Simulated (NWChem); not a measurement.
System: C₄H₄F₂; SMILES C(C(F)F)#CC

The following NWChem deck was run.

```
start job
memory heap 200 mb stack 900 mb global 1100 mb
geometry units angstroms noautoz
  C      2.916205     0.595529     0.021462
  C      1.476754     0.399651    -0.023859
  C      0.266691     0.223515    -0.051715
  C     -1.185852     0.059067    -0.127257
  F     -1.763424     0.260694     1.100067
  F     -1.511956    -1.207901    -0.538344
  H      3.250662     0.856539     1.046957
  H      3.233733     1.413961    -0.657371
  H      3.453485    -0.326190    -0.284144
  H     -1.648699     0.778791    -0.843413
end
basis spherical
  * library def2-svp
end
dft
  xc xwpbe 0.80 cpbe96 1.0 hfexch 1.00
  cam 0.2 cam_alpha 0.2 cam_beta 0.8
  iterations 150
  vectors input atomic output neutral.movecs
end
task dft energy
charge 1
dft
  odft
  mult 2
  vectors input atomic output cation.movecs
end
task dft energy
```

The geometry was optimised at PBE-D3(BJ)/def2-SVP.

Ions are spin-unrestricted doublets at the neutral geometry; other ion states weren't tried.

Q: What results follow from this input? (LRC-wPBEh/def2-SVP, vertical spin-unrestricted ions.) Quantities: vertical ionisation energy, ΔSCF (eV); −ε(HOMO) (eV).

A: The vertical ionisation energy, ΔSCF (eV) is 10.54 and the −ε(HOMO) (eV) is 9.95.
